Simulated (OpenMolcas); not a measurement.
Au3+ among 6 point charges of -1.7 e arranged as a tetragonal octahedron (D4h), 2.14 Å from the ion, with the axial distance 1.883 Å.
```
   2.1400    0.0000    0.0000  -1.70
   0.0000    2.1400    0.0000  -1.70
  -2.1400    0.0000    0.0000  -1.70
   0.0000   -2.1400    0.0000  -1.70
   0.0000    0.0000    1.8832  -1.70
   0.0000    0.0000   -1.8832  -1.70
```

```json
{
 "Program": "OpenMolcas",
 "Method": "CASSCF",
 "Basis": "ANO-RCC-VDZP [7s6p4d2f]",
 "Scalar Hamiltonian": "DKH2, point nucleus",
 "Active space": "8 electrons in 5 orbitals (5d)",
 "State averaging": "2S+1 = 3 even, 10 roots; 2S+1 = 1 even, 15 roots",
 "Spin-orbit coupling": "state interaction with AMFI integrals over the reference wave functions"
}
```

**Question.** What is the spin-free ground state (labels of D4, the rotations of D4h)?

**Answer.** 3B1, 1-fold in its orbital part, 100 % from free-ion F terms; it has the highest spin that d8 allows.

**Question.** Where is the first state of the same spin?

**Answer.** 3B2 at 6330 cm-1 above the ground state.

**Question.** What are the lowest two levels with spin-orbit coupling?

**Answer.** A 1-fold level B2, then a 2-fold level E 175.2 cm-1 above it. Their leading multiplicities are 3 (97 %) and 3 (97 %).

**Question.** What is χT at 300 K, and how does it compare with the textbook value?

**Answer.** The lowest level has 2S+1 = 3, for which the spin-only value is χT = S(S+1) / 2 = 1.000 cm3 K/mol (g = 2). The computed 2.424 at 300 K differs by +1.424, through orbital momentum, spin-orbit coupling and any other state in reach.

Spin-orbit coupling mixes the spin-free states strongly: the lowest level takes only 64 % from its leading state, 3B1. Without dynamic correlation the repulsion within the d shell is too large (B by tens of per cent), so at a given field states of lower spin stand too high. Real 4d8 and 5d8 ions are as a rule square planar and diamagnetic. This shell can be high or low spin here, a state of another spin lies low, and with metal d orbitals alone active their balance is uncertain, so the ground spin may be wrong. Point charges give a weaker field than real ligands, and real ions of this kind are as a rule low spin; the high spin found here belongs to the model. Point charges carry no covalency, so the field is a model and not that of real ligands. No measured value stands beside these numbers.
